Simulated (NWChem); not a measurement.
Species: BiI2 cation; SMILES [I][Bi+][I]

All runs: NWChem. The geometry was optimised at PBE0/def2-SVP. def2 effective core potentials on I, Bi; no spin-orbit coupling. Static field.

Q: Order these by “anisotropy (bohr³)”, lowest first: B3LYP/def2-SVPD; Hartree-Fock/def2-SVPD; CAM-B3LYP/def2-SVPD.

A: Hartree-Fock/def2-SVPD (76.4), CAM-B3LYP/def2-SVPD (84.5), B3LYP/def2-SVPD (86.8)
